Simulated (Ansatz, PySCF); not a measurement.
Gas-phase reaction in SMILES: COC(C)C -> [CH2]C(C)OC + H atom (the C-H bond at the site shown breaks; other sites are not compared here)
Structures are relaxed separately at B3LYP-D3(BJ)/def2-TZVP in Ansatz (a first-principles code), one conformer each, not searched for the lowest.

Property: bond dissociation energy (enthalpy at 298 K, with B3LYP-D3(BJ) rigid-rotor harmonic-oscillator terms from PySCF), in kcal/mol. Valence correlation only, unless marked. Open shells are spin-unrestricted. No spin-orbit coupling. No relativistic terms. Basis-set limits of correlation are two-point, X^-3; Hartree-Fock from the larger set.

CCSD(T)/CBS(cc-pVTZ,cc-pVQZ) (Ansatz) gives 102.2 kcal/mol.

Task: Another calculation gave 96.3 kcal/mol. Which level was it?
A. wB97M-V/def2-TZVPD (Ansatz)
B. PBE-QIDH/def2-TZVPD (Ansatz)
C. r2SCANh/def2-TZVPD (Ansatz)
D. SVWN5/def2-TZVPD (Ansatz)

Result: C, r2SCANh/def2-TZVPD (Ansatz). The others give 101.6 (wB97M-V), 98.9 (PBE-QIDH), 110.2 (SVWN5) kcal/mol.
